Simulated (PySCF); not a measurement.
# Working out the ionisation energy of C²⁺

C²⁺ [He] 2s2 (1S) → C³⁺ [He] 2s1 (2S). Calculation: PySCF 2.14, in aug-cc-pCVTZ-DK; scalar relativity by spin-free X2C-1e. Frozen: nothing. Energies in hartree (1 hartree = 27.21139 eV):

```csv
part,C²⁺ (lower),C³⁺ (upper)
UHF,-36.422738,-34.739629
MP2 opposite-spin,-0.086694,-0.041060
MP2 same-spin,-0.002037,-0.001137
```

Q: What does Hartree-Fock give?

A: (-34.739629) − (-36.422738) = 1.683109 hartree = 45.800 eV.

Q: What do MP2 and SCS-MP2 (6/5 opposite-spin, 1/3 same-spin) give?

A: The opposite-spin parts differ by 1.242 eV and the same-spin parts by 0.024 eV. MP2: 45.800 + (1.242) + (0.024) = 47.066 eV. SCS-MP2: 45.800 + 1.2 × (1.242) + (0.024)/3 = 47.298 eV.

Measured between the centres of the two terms (NIST): 47.888 eV, so MP2 (valence and next inner shell) is off by -0.822 eV.

What remains against the reference includes basis incompleteness and correlation beyond second order.
